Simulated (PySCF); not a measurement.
# Levels of Eu⁵⁰⁺ from EOM-EA-GCCSD

Reference: closed-shell Eu⁵¹⁺, [Ne] 3s2; one electron is added. Calculated with PySCF 2.14, two-component X2C-1e with screened spin-orbit coupling, an uncontracted even-tempered set (18 s from 4.7 bohr⁻², ratio 2.6; 14 p from 6.2 bohr⁻², ratio 2.6; 6 d from 6.3 bohr⁻², ratio 2.8; 4 f from 87 bohr⁻², ratio 2.8); frozen 1s2; the 54 highest virtual spinors dropped; of the others 56 kept and the rest restored at second order. No Breit or QED terms. Binding energies in eV.

| level | Koopmans | second order | EOM-CCSD |
| --- | --- | --- | --- |
| 3p1/2 | 4515.5 | 4517.4 | 4516.8 |
| 3p3/2 | 4342.0 | 4344.5 | 4344.6 |
| 3d3/2 | 4159.0 | 4172.7 | 4153.0 |
| 3d5/2 | 4120.6 | near a pole | 4122.7 |

Electric-dipole lines between these computed levels:

```csv
lower,upper,ΔE (eV),vacuum wavelength (nm)
3p1/2,3d3/2,363.83,3.408
3p3/2,3d3/2,191.63,6.470
3p3/2,3d5/2,221.90,5.587
```

In EOM-CCSD the overlap with the one-orbital guess is low for 3d3/2 (weight 0.82), 3d5/2 (weight 0.83). That can mean mixing with two-particle, one-hole states, where second order and EOM-CCSD lose accuracy, or only a rotation among the degenerate components of the shell; the terms of those configurations are not listed.

For comparison, the ionisation energy of Eu⁵⁰⁺ is 4513 ± 4 eV (theoretical estimate listed by NIST; NIST Atomic Spectra Database, ionization energies).

Only part of the computed levels is shown.
